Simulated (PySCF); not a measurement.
F2S, SMILES FSF.

Geometry: ωB97X-D3(BJ)/def2-TZVP.

All values below come from ωB97X-D3(BJ)/def2-TZVP (PySCF 2.14.0).

Frequencies are harmonic and unscaled.

**Question.** List the normal modes with their intensities. (An estimate is asked for; the answer gives what the named calculation found.)

**Answer.** 
```json
[
 {"mode": "1", "ν (cm⁻¹)": "357", "IR (km/mol)": "4.4", "moving atoms (share of kinetic energy)": "F 82 %, S 18 %"},
 {"mode": "2", "ν (cm⁻¹)": "837", "IR (km/mol)": "157.7", "moving atoms (share of kinetic energy)": "F 60 %, S 40 %"},
 {"mode": "3", "ν (cm⁻¹)": "867", "IR (km/mol)": "83.3", "moving atoms (share of kinetic energy)": "F 63 %, S 37 %"}
]
```
